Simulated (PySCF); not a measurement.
# Strontium: a sound run and one with changed settings

Sound run: Sr [Kr] 5s2, Sr⁺ [Kr] 5s1. Calculation: PySCF 2.14, in def2-SVP with the def2 core potential (28 electrons); a scalar-relativistic core potential. The sound run starts from symmetry-adapted Hartree-Fock orbitals and uses a fine grid where one is needed.

Changed run: basis STO-3G, all-electron and non-relativistic. This setting is unsound on purpose.

```json
{"species": "Sr", "method": "UHF", "sound run (hartree)": "-30.33878", "changed run (hartree)": "-3099.11673", "converged": "yes"}
{"species": "Sr", "method": "BP86", "sound run (hartree)": "-30.72058", "changed run (hartree)": "-3100.82335", "converged": "yes"}
{"species": "Sr", "method": "PBE0", "sound run (hartree)": "-30.66764", "changed run (hartree)": "-3100.33675", "converged": "yes"}
{"species": "Sr⁺", "method": "UHF", "sound run (hartree)": "-30.16456", "changed run (hartree)": "-3099.06918", "converged": "yes"}
{"species": "Sr⁺", "method": "BP86", "sound run (hartree)": "-30.50683", "changed run (hartree)": "-3100.71078", "converged": "yes"}
{"species": "Sr⁺", "method": "PBE0", "sound run (hartree)": "-30.46147", "changed run (hartree)": "-3100.23689", "converged": "yes"}
```

Ionisation energy of Sr:

```csv
method,sound run (eV),changed run (eV)
UHF,4.741,1.294
BP86,5.816,3.063
PBE0,5.610,2.717
```

A minimal basis cannot let orbitals breathe on ionisation and holds almost no correlation. The Hamiltonian changed with the basis, so the totals do not compare.

For comparison, NIST gives 5.695 eV between the lowest levels.
